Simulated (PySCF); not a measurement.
Cartesian coordinates (Å):
```xyz
5

Sn     0.0000     0.0000     0.0000
H     -1.1079    -1.0761    -0.7478
H     -0.8436     1.3766     0.5815
H      0.7721    -0.7937     1.3110
H      1.1795     0.4933    -1.1447
```
Charge 0, multiplicity 1.

Q: What HOMO, LUMO, total energy, dipole moment and HOMO–LUMO gap does PBE-D3(BJ)/def2-TZVP (PySCF) give?

A: 
The HOMO comes out as -7.92 eV. The LUMO is -0.40 eV and the total energy comes out as -5895.35 eV. The dipole moment is 0.00 D and the HOMO–LUMO gap is 7.52 eV.
